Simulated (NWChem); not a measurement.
Program: NWChem. System: C₃H₈N, charge 0, spin multiplicity 2, at a geometry optimised with UPBE/def2-SVP. The structure started from a generated list of species. Its SCF solution wasn't tested for a lower state. Level: UHF/def2-TZVP.

The NWChem input:

```
start mol
memory heap 200 mb stack 900 mb global 1100 mb
geometry units angstroms nocenter noautoz
  C      0.689668    -0.030591    -1.305619
  C     -0.020864    -0.149279     0.000000
  C      0.689668    -0.030591     1.305619
  N     -1.412909     0.040651     0.000000
  H      1.708367    -0.464335    -1.252192
  H      0.811270     1.032706    -1.654934
  H      0.147170    -0.561399    -2.120054
  H      1.708367    -0.464335     1.252192
  H      0.147170    -0.561399     2.120054
  H      0.811270     1.032706     1.654934
  H     -1.797041     0.482134     0.841932
  H     -1.797041     0.482134    -0.841932
  symmetry group Cs
end
basis spherical
  * library def2-tzvp
end
scf
  uhf
  nopen 1
  maxiter 100
  thresh 1e-7
  semidirect memsize 60000000 filesize 0
  # guess.movecs holds the orbitals of an unrestricted PBE0 run
  vectors input guess.movecs output mol.movecs
end
task scf energy
```

Output (cleaned and shortened):

```
             Northwest Computational Chemistry Package (NWChem) 7.3.0
             --------------------------------------------------------

                                NWChem Input Module
                                -------------------

 Scaling coordinates for geometry "geometry" by  1.889725989
 (inverse scale =  0.529177249)

 Turning off AUTOSYM since
 SYMMETRY directive was detected!

                             Geometry "geometry" -> ""
                             -------------------------

 Output coordinates in angstroms (scale by  1.889725989 to convert to a.u.)

  No.       Tag          Charge          X              Y              Z
 ---- ---------------- ---------- -------------- -------------- --------------
    1 C                    6.0000     0.68966800    -0.03059100    -1.30561900
    2 C                    6.0000    -0.02086400    -0.14927900     0.00000000
    3 C                    6.0000     0.68966800    -0.03059100     1.30561900
    4 N                    7.0000    -1.41290900     0.04065100     0.00000000
    5 H                    1.0000     1.70836700    -0.46433500    -1.25219200
    6 H                    1.0000     0.81127000     1.03270600    -1.65493400
    7 H                    1.0000     0.14717000    -0.56139900    -2.12005400
    8 H                    1.0000     1.70836700    -0.46433500     1.25219200
    9 H                    1.0000     0.14717000    -0.56139900     2.12005400
   10 H                    1.0000     0.81127000     1.03270600     1.65493400
   11 H                    1.0000    -1.79704100     0.48213400     0.84193200
   12 H                    1.0000    -1.79704100     0.48213400    -0.84193200

 Effective nuclear repulsion energy (a.u.)     126.0198872379

            Nuclear Dipole moment (a.u.)
            ----------------------------
        X                 Y               Z
 ---------------- ---------------- ----------------
     0.0000018897     0.0000056692     0.0000000000

      Symmetry information
      --------------------

 Group name             Cs
 Group number              2
 Group order               2
 No. of unique centers     7

      Symmetry unique atoms

     1    2    4    5    6    7   11


 Summary of "ao basis" -> "" (spherical)
 ------------------------------------------------------------------------------
       Tag                 Description            Shells   Functions and Types
 ---------------- ------------------------------  ------  ---------------------
 *                         def2-tzvp                  on all atoms

 Summary of "ao basis" -> "ao basis" (spherical)
 ------------------------------------------------------------------------------
       Tag                 Description            Shells   Functions and Types
 ---------------- ------------------------------  ------  ---------------------
 C                         def2-tzvp                11       31   5s3p2d1f
 N                         def2-tzvp                11       31   5s3p2d1f
 H                         def2-tzvp                 4        6   3s1p

                                 NWChem SCF Module
                                 -----------------

  ao basis        = "ao basis"
  functions       =   172
  atoms           =    12
  alpha electrons =    17
  beta  electrons =    16
  charge          =   0.00
  wavefunction    = UHF
  use symmetry    = T
  symmetry adapt  = T

 Summary of "ao basis" -> "ao basis" (spherical)
 ------------------------------------------------------------------------------
[...]
   145     -0.970044   8 H  s               133      0.680220   6 H  s
   157      0.680220  10 H  s                13     -0.639615   1 C  py

 Vector   19  Occ=0.000000D+00  E= 1.740875D-01  Symmetry=a"
              MO Center= -1.2D-02,  3.2D-01, -8.8D-15, r^2= 1.1D+01
   Bfn.  Coefficient  Atom+Function         Bfn.  Coefficient  Atom+Function
  ----- ------------  ---------------      ----- ------------  ---------------
     5      5.709244   1 C  s                67     -5.709244   3 C  s
    45      1.941863   2 C  pz              133     -1.686677   6 H  s
   157      1.686677  10 H  s               139     -1.574634   7 H  s
   151      1.574634   9 H  s               127     -1.211158   5 H  s
   145      1.211158   8 H  s               163      0.953862  11 H  s

 center of mass
 --------------
 x =  -0.05631054 y =  -0.03158218 z =  -0.00000000

 moments of inertia (a.u.)
 ------------------
         228.782402540465          11.160636912840           0.000000000000
          11.160636912840         404.125073658680           0.000000000000
           0.000000000000           0.000000000000         203.802969833422

  Mulliken analysis of the total density
  --------------------------------------

    Atom       Charge   Shell Charges
 -----------   ------   -------------------------------------------------------
    1 C    6     6.32   0.85  1.12  0.47  0.66  0.10  1.24  1.39  0.40  0.02  0.06  0.00
    2 C    6     5.85   0.85  1.12  0.48  0.58  0.11  1.21  1.24  0.10  0.03  0.12  0.01
    3 C    6     6.32   0.85  1.12  0.47  0.66  0.10  1.24  1.39  0.40  0.02  0.06  0.00
    4 N    7     7.59   0.82  1.16  0.51  0.84  0.18  1.50  1.77  0.77  0.01  0.04  0.00
    5 H    1     0.89   0.26  0.50  0.11  0.02
    6 H    1     0.91   0.26  0.50  0.14  0.02
    7 H    1     0.89   0.26  0.49  0.11  0.02
    8 H    1     0.89   0.26  0.50  0.11  0.02
    9 H    1     0.89   0.26  0.49  0.11  0.02
   10 H    1     0.91   0.26  0.50  0.14  0.02
   11 H    1     0.77   0.26  0.41  0.06  0.04
   12 H    1     0.77   0.26  0.41  0.06  0.04

  Mulliken analysis of the alpha density
  --------------------------------------

    Atom       Charge   Shell Charges
 -----------   ------   -------------------------------------------------------
    1 C    6     3.08   0.43  0.56  0.23  0.32  0.05  0.60  0.66  0.19  0.01  0.04  0.00
    2 C    6     3.43   0.43  0.56  0.26  0.33  0.06  0.79  0.83  0.09  0.01  0.06  0.01
    3 C    6     3.08   0.43  0.56  0.23  0.32  0.05  0.60  0.66  0.19  0.01  0.04  0.00
    4 N    7     3.81   0.41  0.58  0.26  0.42  0.09  0.77  0.89  0.37  0.00  0.02  0.00
    5 H    1     0.45   0.13  0.25  0.06  0.01
    6 H    1     0.50   0.14  0.27  0.09  0.01
    7 H    1     0.46   0.13  0.25  0.06  0.01
    8 H    1     0.45   0.13  0.25  0.06  0.01
    9 H    1     0.46   0.13  0.25  0.06  0.01
   10 H    1     0.50   0.14  0.27  0.09  0.01
   11 H    1     0.39   0.13  0.21  0.03  0.02
   12 H    1     0.39   0.13  0.21  0.03  0.02

   Mulliken analysis of the beta density
   -------------------------------------

    Atom       Charge   Shell Charges
 -----------   ------   -------------------------------------------------------
    1 C    6     3.24   0.43  0.56  0.24  0.34  0.05  0.64  0.73  0.21  0.01  0.02  0.00
    2 C    6     2.42   0.43  0.56  0.22  0.25  0.05  0.42  0.40  0.01  0.02  0.06  0.01
    3 C    6     3.24   0.43  0.56  0.24  0.34  0.05  0.64  0.73  0.21  0.01  0.02  0.00
    4 N    7     3.78   0.41  0.58  0.25  0.42  0.09  0.73  0.88  0.40  0.00  0.02  0.00
    5 H    1     0.44   0.13  0.25  0.06  0.01
    6 H    1     0.41   0.12  0.23  0.05  0.01
    7 H    1     0.43   0.13  0.24  0.05  0.01
    8 H    1     0.44   0.13  0.25  0.06  0.01
    9 H    1     0.43   0.13  0.24  0.05  0.01
   10 H    1     0.41   0.12  0.23  0.05  0.01
   11 H    1     0.38   0.13  0.20  0.03  0.02
   12 H    1     0.38   0.13  0.20  0.03  0.02

   Mulliken analysis of the spin density
   -------------------------------------

    Atom       Charge   Shell Charges
 -----------   ------   -------------------------------------------------------
    1 C    6    -0.15  -0.00  0.00 -0.01 -0.03 -0.01 -0.04 -0.07 -0.03  0.00  0.02  0.00
    2 C    6     1.01   0.00 -0.00  0.04  0.08  0.02  0.37  0.43  0.08 -0.00  0.00 -0.00
    3 C    6    -0.15  -0.00  0.00 -0.01 -0.03 -0.01 -0.04 -0.07 -0.03  0.00  0.02  0.00
    4 N    7     0.04   0.00 -0.00  0.01  0.00  0.00  0.03  0.01 -0.03  0.00  0.01  0.00
    5 H    1     0.01   0.00  0.01  0.00 -0.00
    6 H    1     0.08   0.02  0.04  0.03 -0.00
    7 H    1     0.02   0.01  0.01  0.00 -0.00
    8 H    1     0.01   0.00  0.01  0.00 -0.00
    9 H    1     0.02   0.01  0.01  0.00 -0.00
   10 H    1     0.08   0.02  0.04  0.03 -0.00
   11 H    1     0.01   0.00  0.00  0.00  0.00
   12 H    1     0.01   0.00  0.00  0.00  0.00

------------------------------------------------------------
EAF file 0: "./mol.aoints.0" size=524288 bytes
------------------------------------------------------------
               write      read    awrite     aread      wait
               -----      ----    ------     -----      ----
     calls:        1        25         0         0         0
   data(b): 5.24e+05  1.31e+07  0.00e+00  0.00e+00
   time(s): 0.00e+00  0.00e+00  0.00e+00  0.00e+00  0.00e+00
rate(mb/s): 0.00e+00  0.00e+00
------------------------------------------------------------

       Multipole analysis of the density wrt the origin
       ------------------------------------------------

     L   x y z        total         alpha         beta         nuclear
     -   - - -        -----         -----         ----         -------
     0   0 0 0     -0.000000    -17.000000    -16.000000     33.000000

     1   1 0 0     -0.031786      0.070761     -0.102550      0.000002
     1   0 1 0      0.488056      0.410711      0.077340      0.000006
     1   0 0 1      0.000000      0.000000      0.000000      0.000000

     2   2 0 0    -19.471037    -70.277640    -68.252261    119.058865
     2   1 1 0     -2.184415      3.084380      3.464282     -8.733077
     2   1 0 1      0.000000      0.000000      0.000000      0.000000
     2   0 2 0    -21.091355    -18.741184    -15.977081     13.626910
     2   0 1 1      0.000000      0.000000     -0.000000      0.000000
     2   0 0 2    -19.056004    -81.069645    -78.958520    140.972161

 Task  times  cpu:       24.6s     wall:       24.6s

 Total times  cpu:       24.7s     wall:       24.7s
```
